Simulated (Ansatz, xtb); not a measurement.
**Two conformers of BFH4NSi+**

Structure a is `FB[NH+]=[SiH2]`, a singlet and structure b is `FB[NH+]=[SiH2]`, a singlet. Both are isolated ions in the gas phase, relaxed with B3LYP-D3(BJ)/6-311G**.

a (Å):

```tsv
atom	x (Å)	y (Å)	z (Å)
B	-1.5317	0.2291	-1.6440
F	-0.4681	0.0743	-2.3830
N	-2.7913	-0.3242	-2.1777
Si	-4.2711	-0.2538	-1.4280
H	-1.5295	0.7771	-0.5967
H	-2.7095	-0.7820	-3.0868
H	-4.3335	0.4142	-0.1256
H	-5.4256	-0.8571	-2.1015
```

b (Å):

```xyz
8

B    -2.2389   -0.0982   -0.9492
F    -3.0737   -0.5752   -0.0530
N    -0.8215   -0.0490   -0.5396
Si   -0.2053   -0.5357    0.9289
H    -2.5677    0.2736   -2.0175
H    -0.1817    0.3219   -1.2399
H     1.2404   -0.4028    1.1372
H    -1.1302   -1.0679    1.9312
```

Energies in hartree; the thermal terms are from B3LYP-D3(BJ)/6-311G** harmonic frequencies (ideal gas, rigid rotor, one conformer each, 298.15 K, 1 atm) and include the zero-point energy:

|  | a | b |
| --- | --- | --- |
| E, CCSD(T)/def2-TZVP | −470.453888 | −470.454385 |
| zero-point energy | 0.049712 | 0.049710 |
| H(298 K) − E | 0.055957 | 0.055914 |
| G(298 K) − E | 0.021593 | 0.021520 |

**Question.** Work out ΔE, ΔE₀, ΔH and ΔG for a → b in kcal/mol (1 Eh = 627.51 kcal/mol) and the equilibrium ratio [b]/[a].

**Answer.** 1. ΔE = −470.454385 − (−470.453888) = −0.000497 Eh = −0.31 kcal/mol.
2. ΔE₀ = ΔE + ΔZPE = −0.000497 + (−0.000002) Eh = −0.31 kcal/mol.
3. ΔH = ΔE + (−0.000043) Eh = −0.34 kcal/mol.
4. ΔG = ΔE + (−0.000073) Eh = −0.36 kcal/mol, so ΔS = (ΔH − ΔG)/T = +0.3 J/(mol K).
5. kT = 0.9442 mEh, so K = [b]/[a] = exp(−ΔG/kT) = exp(+0.60) ≈ 1.8.

The two are too close for this level to say which is favoured. An error of 1 kcal/mol in ΔG would change K by a factor of 5.4. Mirror images and further conformers aren't counted.

Other levels gave ΔE = −0.3 (B3LYP-D3(BJ)/6-311G**); −0.7 (HF/def2-TZVP); −0.3 (MP2/def2-TZVP) kcal/mol. The correlated steps freeze 8 core orbitals. Programs: Ansatz 0.2.0.
